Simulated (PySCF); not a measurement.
## Ir²⁺: excitation energy

Ir²⁺ [Xe] 4f14 5d7 (4F) → Ir²⁺ [Xe] 4f14 5d6 6p1 (high-spin determinant), as a difference of total energies. Calculation: PySCF 2.14, in aug-cc-pwCVDZ-PP with ECP60MDF (6s6p5d3f, 70 functions); scalar relativity through the core potential. Correlated levels: valence: 5s2 5p6 frozen; valence and next inner shell: nothing frozen outside the core potential. The calculations carry no spin-orbit coupling.

```tsv
method	excitation energy (eV)
UHF	8.678
LDA	9.205
PBE	9.195
PBE0	9.297
r2SCAN	9.069
r2SCANh	9.120
BHandHLYP	9.563
BLYP	9.353
wB97X	9.912
MP2 (valence)	9.319
SCS-MP2 (valence)	9.723
MP2 (valence and next inner shell)	8.974
SCS-MP2 (valence and next inner shell)	9.234
```

Question: How much does correlation contribute at MP2 (valence and next inner shell)?

Answer: 8.974 − (8.678) = 0.296 eV, measured against UHF.

The determinant of the upper state mixes LS terms, which raises its energy above the lowest term, most at the Hartree-Fock and MP2 levels.
